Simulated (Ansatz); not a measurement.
Coupled-cluster diagnostics for the cluster PbSe2, Ansatz.

Geometry of the singlet (r2SCAN-D4/def2-TZVP):

Cartesian coordinates in Å:
```
Pb 0.002 -0.002 -0.001
Se 0.978 1.719 -1.324
Se -0.980 -1.717 1.325
```

In the def2 sets Pb takes a core potential; there is no spin–orbit coupling. Correlated methods freeze 22 core orbitals; core or outer-core shells of Pb, Se are correlated, in sets that lack core-valence functions. Another isomer (singlet) lies 1.01 eV lower at PBE0-D4/def2-TZVP; other spin states weren't run for this one.

(1) Estimate the CCSD(T) correlation energy, the shares of MP2 and (T), T1 and the reference's ⟨S²⟩ for: charge 0, singlet, own geometry in def2-TZVPP; and the rough time on 4 threads of AMD EPYC 7B13 on a shared host.

Results:

(1) 
| state | basis | correlation (eV) | MP2 share (%) | (T) share (%) | T1 | ⟨S²⟩ (pure) | wall time |
| --- | --- | --- | --- | --- | --- | --- | --- |
| charge 0, singlet, own geometry | def2-TZVPP | -25.207 | 99.3 | 4.1 | 0.017 | 0.00 (0.00) | 7 s |
Customary marks for T1 are 0.02 (closed shells), 0.045 (open shells) and about 0.05 (3d metals). T1 stays under 0.02 throughout.
